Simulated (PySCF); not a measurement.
## SMILES CO[C@H]1[CH2][GeH2][C@@H]1F, C₄H₉FGeO

Geometry:
```
atom   x (Å)   y (Å)   z (Å)
  C1   2.288   0.027  -0.056
  O2   1.031  -0.593  -0.167
  C3  -0.014   0.251  -0.611
  C4  -1.168  -0.690  -0.966
 Ge5  -1.638  -0.721   0.966
  C6  -0.596   0.957   0.623
  F7  -1.470   1.960   0.242
  H8   2.980  -0.744   0.278
  H9   2.283   0.846   0.670
 H10   2.617   0.418  -1.026
 H11   0.326   0.919  -1.414
 H12  -1.920  -0.177  -1.562
 H13  -0.832  -1.582  -1.486
 H14  -3.074  -0.530   1.393
 H15  -0.965  -1.751   1.827
 H16   0.144   1.419   1.278
```

Method used: PySCF 2.14.0, TDDFT LC-wPBE/aug-cc-pVDZ circular dichroism and optical rotation, one conformer, gas phase. Geometry: GFN2-xTB.

The molecule is flexible and this is one conformer; a measurement averages over conformers. The calculation is non-relativistic, which matters for the atoms heavier than Zn.

(1) What are the CIP labels of the stereocentres?

(2) List the lowest 8 singlet excitations with oscillator and rotatory strengths.

## Answers

(1) C3 S, C6 S.

(2) Rotatory strengths R in 10⁻⁴⁰ esu² cm², velocity form and length form (origin at the centre of mass); f in length form.
```tsv
state	E (eV)	λ (nm)	f	R (velocity)	R (length)	main
1	7.08	175	0.037	-8.7	-8.5	HOMO→LUMO+1 0.23, HOMO→LUMO+12 0.12
2	7.43	167	0.017	+23.6	+24.0	HOMO→LUMO 0.41, HOMO−1→LUMO 0.09
3	7.50	165	0.049	+39.1	+39.1	HOMO−1→LUMO+1 0.29, HOMO−1→LUMO+12 0.09
4	7.70	161	0.042	+6.1	+6.2	HOMO→LUMO+11 0.12, HOMO−1→LUMO+1 0.10
5	7.83	158	0.017	-37.1	-37.2	HOMO−2→LUMO+1 0.20, HOMO→LUMO+1 0.12
6	7.97	156	0.036	+5.9	+6.3	HOMO→LUMO+2 0.25, HOMO−1→LUMO 0.20
7	8.03	154	0.009	-3.3	-3.2	HOMO→LUMO+3 0.39, HOMO−1→LUMO 0.13
8	8.15	152	0.073	-15.6	-14.9	HOMO−1→LUMO+2 0.17
```

Among the states computed, the strongest CD band (largest |R|) is state 3. The largest dissymmetry factor in size, g = 4R/(D+G), with D and G the electric and magnetic dipole strengths, is -0.027 for state 5 (velocity form, f = 0.016), among bands with |R| over 0.5. The mirror image has the same energies and oscillator strengths and all R with the opposite sign.
